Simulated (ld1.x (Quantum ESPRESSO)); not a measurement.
## Which change was made? (Os, TM semilocal)

osmium, norm-conserving Troullier–Martins (semilocal form), made with ld1.x (Quantum ESPRESSO) 7.5 (PBE, scalar-relativistic). Core [Kr] 4d10 4f14 5s2, reference 5p6 5d6 6s1.5 6p0.5. Waves: 6s (bound): rc 2.55 bohr; 5d (bound): rc 1.70 bohr; 5f channel at 0.1 Ry: rc 2.05 bohr; 5p (bound): rc 1.80 bohr. Local part: the p channel. Core correction: none.

Occupied shells without a wave of their own: 6p. They enter only through the test configuration that unscreens the potential.

Cutoffs, loose and tight: the cutoffs (Ry, on a coarse ladder) from which the occupation-weighted sum of valence levels, in a spherical-Bessel basis at the reference potential, stays within 10 and 1 mRy of its value at 400 Ry. They do not see the model core or the augmentation charge, which bear on the density cutoff. Test errors are all-electron minus pseudo excitation energies from the reference, over the configurations 5p6 5d6 6s2 6p0; 5p6 5d6 6s1 6p0; 5p6 5d6 6s0 6p0; 5p5 5d6 6s2 6p0; 5p6 5d5 6s2 6p1; 5p6 5d5 6s2 6p0; 5p6 5d5 6s0 6p0; variants that change the core or the reference have their own tests.

The base gives: outcome: generated, misses its reference levels by 0.17 eV; cutoff, loose: 40 Ry; cutoff, tight: 55 Ry; bound ghosts: none; largest test error (meV): -390.

Question: After one change the result is: outcome: generated; cutoff, loose: 60 Ry; cutoff, tight: 100 Ry; bound ghosts: none; largest test error (meV): -229. Which change was it?
A. wave 5p (bound): rc 1.80 bohr becomes 5p (bound): rc 1.12 bohr
B. wave 5p (bound): rc 1.80 bohr becomes 5p (bound): rc 2.20 bohr
C. wave 5p (bound): rc 1.80 bohr becomes 5p (bound): rc 1.36 bohr
D. wave 5p (bound): rc 1.80 bohr becomes 5p (bound): rc 1.68 bohr
E. wave 5p (bound): rc 1.80 bohr becomes 5p (bound): rc 1.48 bohr

Answer: E. The others give: wave 5p (bound): rc 1.80 bohr becomes 5p (bound): rc 1.36 bohr → outcome: generated; cutoff, loose: 100 Ry; cutoff, tight: 120 Ry; bound ghosts: none; largest test error (meV): -196 | wave 5p (bound): rc 1.80 bohr becomes 5p (bound): rc 2.20 bohr → outcome: generated, misses its reference levels by 0.27 eV; cutoff, loose: 35 Ry; cutoff, tight: 55 Ry; bound ghosts: none; largest test error (meV): -543 | wave 5p (bound): rc 1.80 bohr becomes 5p (bound): rc 1.12 bohr → outcome: generated; cutoff, loose: 120 Ry; cutoff, tight: 200 Ry; bound ghosts: none; largest test error (meV): -166 | wave 5p (bound): rc 1.80 bohr becomes 5p (bound): rc 1.68 bohr → outcome: generated; cutoff, loose: 45 Ry; cutoff, tight: 80 Ry; bound ghosts: none; largest test error (meV): -320.
